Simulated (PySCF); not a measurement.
# Löwdin shares of the frontier orbitals

Compound: C5H7FO.
Geometry (GFN2-xTB, Å), atoms numbered from 1 in this order:
```xyz
14
C5H7FO angstrom
C      2.0096    0.2160   -0.0623
C      0.6961    0.1693    0.0480
C     -0.2681    1.3256    0.0900
O     -1.5184    0.7851    0.4736
C     -1.5722   -0.5336   -0.0165
C     -0.1446   -1.0842    0.1203
F      0.1515   -1.9700   -0.8918
H      2.5983   -0.6835   -0.1065
H      2.5368    1.1517   -0.1282
H      0.0059    2.0920    0.8170
H     -0.3410    1.7894   -0.9064
H     -1.8493   -0.5511   -1.0815
H     -2.3170   -1.0776    0.5631
H      0.0116   -1.6294    1.0592
```

Level of theory: TDDFT wB97X-D/def2-SVPD, vertical, gas phase, core orbitals frozen in the response in PySCF 2.14.0, density-fitted response routines.

Frontier orbitals with the atoms that hold most of them (Löwdin shares over 4%, at most four atoms; ? is withheld):

```json
{"orbital": "HOMO-3", "ε (eV)": "-11.88", "atoms": "F7 36%, O4 17%, C6 15%, C5 8%"}
{"orbital": "HOMO-2", "ε (eV)": "-11.07", "atoms": "O4 16%, C2 15%, F7 14%, C6 13%"}
{"orbital": "HOMO-1", "ε (eV)": "-9.84", "atoms": "O4 40%, C2 13%, C1 12%, C5 9%"}
{"orbital": "HOMO", "ε (eV)": "-9.51", "atoms": "?"}
{"orbital": "LUMO", "ε (eV)": "1.29", "atoms": "?"}
{"orbital": "LUMO+1", "ε (eV)": "2.39", "atoms": "C1 17%, C3 17%, H11 9%, C5 8%"}
{"orbital": "LUMO+2", "ε (eV)": "2.77", "atoms": "C1 19%, O4 14%, C5 13%, H9 12%"}
```

(1) Which atoms hold the LUMO, and with what shares?

(2) Give the leading atoms of the HOMO.

(3) The HOMO–LUMO gap is 10.80 eV. Where does the response calculation put the lowest singlet, and from which orbitals?

Answers

(1) C2 (bonded to 3 C) 28%; C1 (bonded to C and 2 H) 28%; C6 (bonded to 2 C, F and H) 9%; H9 (bonded to C) 6%. By element: carbon 65% or more, hydrogen 6% or more.

(2) C1 (bonded to C and 2 H) 24%; C2 (bonded to 3 C) 21%; O4 (bonded to 2 C) 20%; C3 (bonded to C, O and 2 H) 10%. By element: carbon 55% or more, oxygen 20%.

(3) S1 is at 6.52 eV (f = 0.033), 4.28 eV below the gap, made of HOMO→LUMO (58%), HOMO-1→LUMO (36%). Without the coupling terms of the response equations the lowest excitation would equal the gap.

Next come S2 at 6.85 eV (f 0.239), HOMO-1→LUMO (52%), HOMO→LUMO (39%); S3 at 7.43 eV (f 0.025), HOMO-2→LUMO (78%), HOMO-1→LUMO (9%); S4 at 7.60 eV (f 0.0040), HOMO→LUMO+1 (63%), HOMO-1→LUMO+2 (16%); S5 at 7.78 eV (f 0.033), HOMO→LUMO+2 (41%), HOMO-1→LUMO+1 (32%), HOMO→LUMO+1 (15%).

Löwdin shares depend on the basis, the more so with diffuse functions.

One conformer stands for the species.
